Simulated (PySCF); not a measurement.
Stepwise substitution at one centre (B I-H). Gas-phase values, no solvent. Strings in code marks are SMILES.

The HOMO–LUMO gap from two functionals at the same geometries (CAM-B3LYP-D3(BJ)/def2-TZVP), both in PySCF: PBE-D3(BJ)/def2-TZVP and TPSSh-D3(BJ)/def2-TZVP. 

```tsv
species	TPSSh-D3(BJ)/def2-TZVP (eV)
0 of 3 I replaced by H	3.91
1 of 3 I replaced by H	4.32
2 of 3 I replaced by H (`BI`)	4.41
3 of 3 I replaced by H	6.98
```

Q: What does PBE-D3(BJ)/def2-TZVP give for each?

A: 
- 0 of 3 I replaced by H: 3.02
- 1 of 3 I replaced by H: 3.35
- 2 of 3 I replaced by H (`BI`): 3.32
- 3 of 3 I replaced by H: 5.44
Over these rows, drawn at random from the members with no instability flagged (it was tested for open shells, ions and some series alone), PBE minus TPSSh-D3(BJ): mean -1.12 eV, from -1.54 eV to -0.89 eV.
